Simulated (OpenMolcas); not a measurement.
## Ho3+: effect of the metal basis and ligand basis

Ho3+ with 6 ligands (fluoride) in octahedral coordination (Oh) at 2.21 Å. A charge of +0.5 e stands 2.6 Å behind each ligand.

```
Program             : OpenMolcas 26.06
Method              : CASSCF
Spin-orbit coupling : RASSI with atomic mean-field integrals over the reference wave functions
```

Fixed: active space 10 electrons in 7 orbitals (4f), DKH2 Hamiltonian.

States (labels of O, the rotations of Oh). Energies in cm-1 above the lowest state or level, χT in cm3 K/mol.

```csv
Run,Metal basis,Ligand basis,Ground state,First state of that spin,First gap with spin-orbit (degeneracies),Width of lowest J,χT at 300 K,Cost
A,ANO-RCC-VDZP,ANO-RCC-VDZP,5A2,5T2 118.2,"13.6 (2, 3)",311,13.719,roughly 110 core-seconds
B,ANO-RCC-VTZP,ANO-RCC-VTZP,5A2,5T2 116.4,"13.5 (2, 3)",317,13.722,roughly 4 core-minutes
```

Against A, the width of the lowest J multiplet changes by +1.9 % in B.

Costs are those of the RASSCF and RASSI steps.

High states are left out of the spin-orbit mixing, which shifts the levels that they would mix with. Without dynamic correlation the ligand-field splitting of an f shell can come out too small, at times by half. No measured value stands beside these numbers; the geometry was imposed, not optimised, and the real ion may take another.
